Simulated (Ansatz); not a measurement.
`CO[SiH2]CF` + CH₃NH₂ → `CN[SiH2]OC` + fluoromethane  (ligand exchange at the Si–C bond)

Isolated molecules relaxed with PBE0-D4/def2-TZVP in Ansatz; ΔE leaves out vibrations. CBS: MP2 limit from def2 TZ/QZ plus the TZ coupled-cluster correction, frozen cores. This one scheme is used for every species. Functionals use def2-TZVPP. One conformer a species, not always the lowest.

| level | ΔE (kcal/mol) |
| --- | --- |
| PBE-D4 | -18.6 |
| PBE0 | -19.0 |
| MP2/def2-QZVPP | -21.8 |
| CCSD/CBS(def2) | -20.5 |

Task: What does CCSD(T)/CBS give? (Estimate.)

Result: Computed: -20.5 kcal/mol. The listed levels differ from it by 1.9, 1.5, -1.3, 0.0 kcal/mol.

Largest T1 diagnostic among the species: 0.011.

The D4 term adds −0.9 kcal/mol with B3LYP and −0.5 kcal/mol with PBE0; it sums over pairs of atoms, weighted by their polarisabilities, and B3LYP, whose exchange is more repulsive, gets the larger term. From PBE to PBE0 (25 % exact exchange), in def2-TZVPP and without D4, ΔE moves by −1.0 kcal/mol.

B3LYP here is the variant with VWN-RPA as its local correlation; programs differ in this.
